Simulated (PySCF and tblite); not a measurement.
Results of a calculation; reference values are marked as such.
System: C₄H₆FNS₂, numbered as in [CH3:1][S:2][S:3][C@@H:4]([F:5])[CH2:6][C:7]#[N:8].

For the rotation about the S2–S3 bond (torsion C1–S2–S3–C4 from 88° to 259°, rising): electronic barrier 9.18 kcal/mol, zero-point change -0.09 kcal/mol, thermal and entropy terms at 350 K a further 0.58 kcal/mol (symmetry numbers apart). The minimum is C1, the saddle C1. The path came from a restrained scan, a climbing-image band and a saddle search at GFN2-xTB; energies are BP86/pcSseg-1 + D3(BJ)//GFN2-xTB, thermal terms GFN2-xTB. Rate constants are transition-state-theory values, counting equivalent paths, without tunnelling. Run with tblite and PySCF.

Question: How many equivalent paths lead out of the minimum?

Answer: 1: the symmetry number of the minimum is 1, that of the saddle displaced along its mode 1.

Question: Work out the rate at 350 K.

Answer: ΔG‡ = 9.67 kcal/mol; k_B T/h = 7.3×10¹² s⁻¹; exp(−ΔG‡/RT) = 9.2×10⁻⁷; times 1 gives k = 6.6×10⁶ s⁻¹. Wigner's tunnelling factor for the 52i cm⁻¹ mode would be 1.00.
